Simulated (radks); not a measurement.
Values are calculated unless marked as measured or tabulated.
Polarisability of the krypton ion Kr7+, [Ar] 3d10 4s1, at imaginary frequency. Code: a radial shooting solver on a logarithmic mesh with Libxc functionals. Model: scalar-relativistic Kohn-Sham, LDA (Slater exchange, Perdew-Wang correlation), spin-polarised, spherical densities, finite nucleus; open shells are filled with parallel spins first; Fermi nuclear charge, rms radius 4.1884 fm. Response by self-consistent Sternheimer equations with the Hartree and adiabatic LDA kernel, the relativistic mass of each level held fixed and spin-orbit coupling left out.

w (hartree),alpha1(iw) (bohr^3),alpha2(iw) (bohr^5)
0.00266,1.637,1.375
0.0143,1.637,1.374
0.0360,1.634,1.374
0.0697,1.625,1.372
0.118,1.601,1.369
0.186,1.552,1.360
0.280,1.457,1.342
0.413,1.297,1.306
0.605,1.066,1.236
0.892,0.7949,1.108
1.35,0.5446,0.8975
2.12,0.3585,0.6154
3.59,0.2311,0.3390
6.94,0.1296,0.1457
17.5,0.04218,0.03860

Static values: alpha1 = 1.637 bohr^3 (0.2426 angstrom^3; uncoupled 2.082), alpha2 = 1.375 bohr^5, alpha3 = 2.495 bohr^7. C6 = 2.014, C8 = 11.47, triple-dipole C9 = 2.152 atomic units. One-pole (London) frequency 4 C6 / (3 alpha1^2) = 1.002 hartree, against 4.409 for minus the highest occupied eigenvalue.
